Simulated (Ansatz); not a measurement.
Basis sets compared for [AlF6]3- (AlF6³⁻). Total charge -3; singlet. Geometry r2SCAN-D4/def2-SVPD. Ansatz on 4 threads of Intel Xeon on a shared host; times are rough, and most runs start from earlier orbitals.

```xyz
7

Al    0.000    0.000    0.000
F    -1.217    1.454   -0.070
F     1.217   -1.454    0.070
F    -1.280   -1.113   -0.850
F     1.280    1.113    0.850
F    -0.692   -0.498    1.694
F     0.692    0.498   -1.694
```

A multiply charged anion in the gas phase is held together partly by the finite basis. Removing one electron lowers the energy by 3.73 eV at PBE0-D4/def2-TZVPD, so it isn't bound. At HF/STO-3G, HF/def2-TZVPD, PBE-D4/def2-SVPD, PBE-D4/def2-TZVPD and others the highest occupied level of the charge -3 singlet lies above zero (up to 12.37 eV). By energy differences it is unbound by 3.40 eV (vertical, against the charge -2 doublet, at LC-ωPBE (ω = 0.30 bohr⁻¹)/def2-SVPD) and held by the finite basis.

```csv
level,functions,energy (Eh),HOMO (eV),LUMO (eV),wall time
HF/STO-3G,39,-826.2117,12.37,34.20,0.45 s
PBE-D4/def2-SVPD,162,-840.3908,7.42,10.05,2.9 s
PBE0-D4/def2-SVPD,162,-840.3918,5.56,10.44,4.5 s
```

Estimate the rows for HF/def2-TZVPD (with forces), PBE-D4/def2-TZVPD, PBE0-D4/def2-TZVPD.


```
                      level  functions  energy (Eh)  HOMO (eV)  LUMO (eV)  wall time
HF/def2-TZVPD (with forces)        283    -838.8156       0.51      12.17       11 s
          PBE-D4/def2-TZVPD        283    -841.1602       7.35      10.34      4.1 s
         PBE0-D4/def2-TZVPD        283    -841.1591       5.58      10.87        9 s
```
